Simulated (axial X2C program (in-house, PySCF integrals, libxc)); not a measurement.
# The Si pπ splitting in different molecules (EOM-EA-CCSD)

Calculated with an in-house all-electron X2C program for linear molecules (integrals from PySCF): two-component X2C with atomic mean-field Coulomb and Gaunt terms, Dyall basis sets with cores contracted in-house.

The first pair of π-type roots with Ω = 1/2 and 3/2, reached by adding an electron to a closed-shell reference; vertical energies, inner shells frozen. Splitting means E(3/2) − E(1/2).

Basis sets: Br dyall-acv3z, Cl dyall-av3z, H dyall-av3z, O dyall-av3z, Pd dyall-acv3z, S dyall-av3z, Si dyall-av3z. Correlated electrons in EOM-CCSD (inner shells frozen, about 90 virtual spinors): SiH⁺ 4, SiO 10, Si₂²⁺ 6, SiS 10, SiCl⁺ 10, SiBr⁺ 10, PdSi²⁺ 12.

```
species  reference  R (Å)        main character  spinor gap ε(3/2) − ε(1/2), HF (cm⁻¹)
    SiH       SiH⁺  1.536   81% Si pπ, 13% H pπ                                    130
   SiO⁻        SiO  1.518  70% Si pπ, 14% Si dπ                                    n/a
   Si₂⁺      Si₂²⁺  2.286   84% Si pπ, 6% Si dπ                                    140
   SiS⁻        SiS  1.939  58% Si pπ, 15% Si dπ                                    n/a
   SiCl      SiCl⁺  2.080   78% Si pπ, 9% Cl dπ                                    170
   SiBr      SiBr⁺  2.235  76% Si pπ, 10% Br dπ                                    230
  PdSi⁺     PdSi²⁺  2.104  72% Si pπ, 12% Pd dπ                                    340
```

Should these pairs be regular or inverted?

Regular: one electron outside a closed shell puts Ω = 1/2 lowest, with the sign of the spinor gap.

EOM-EA-CCSD gives:

```csv
species,binding Ω = 1/2 (eV),binding Ω = 3/2 (eV),splitting (cm⁻¹),lowest root?
SiH,7.819,7.802,134,yes
SiO⁻,-0.063,-0.071,67,yes
Si₂⁺,14.792,14.780,94,yes
SiS⁻,0.285,0.266,152,yes
SiCl,7.376,7.349,218,yes
SiBr,7.299,7.260,318,yes
PdSi⁺,13.087,13.039,389,no
```

A negative binding energy means unbound at this level; the spinor gap is withheld where the HF spinor is unbound or of another character. A small p share on a heavy partner can supply much of the splitting, and mixing of Ω = 1/2 with σ states shifts it further.

States that need a further excitation are missing; levels can be off by some tenths of an eV, splittings by less.
